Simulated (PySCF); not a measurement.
## Polarisability and C₆ of Be (beryllium, neutral)

[He] 2s1 2p1, high-spin 3P determinant (an excited configuration). All numbers are calculated (PySCF 2.14, the non-relativistic Hamiltonian (point nucleus), in aug-cc-pV5Z (7s6p5d4f3g2h, 127 functions)). Coupled (time-dependent) response in atomic units; α is the mean over directions.

| method | mean α (bohr³) | α xx, yy, zz | C₆ (like pair) | S(−4) |
| --- | --- | --- | --- | --- |
| LC-wPBE | 39.08 | 39.48, 38.28, 39.48 | 219.8 | 1188 |
| B97-3 | 42.64 | 40.91, 46.10, 40.91 | 246.5 | 1510 |

S(−4) is the Cauchy moment in α(ω) = α(0) + S(−4) ω² + …

α(iu) at B97-3:

| u (hartree) | α(iu) (bohr³) |
| --- | --- |
| 0 | 42.64 |
| 0.0500 | 39.23 |
| 0.100 | 31.98 |
| 0.200 | 19.10 |
| 0.300 | 11.85 |
| 0.500 | 5.623 |
| 0.750 | 2.885 |
| 1.00 | 1.753 |
| 1.50 | 0.8556 |
| 2.00 | 0.5144 |
| 3.00 | 0.2545 |
| 5.00 | 0.1072 |

The components differ because the open shell of this determinant is not spherical; for a pure term their mean is the scalar polarisability.
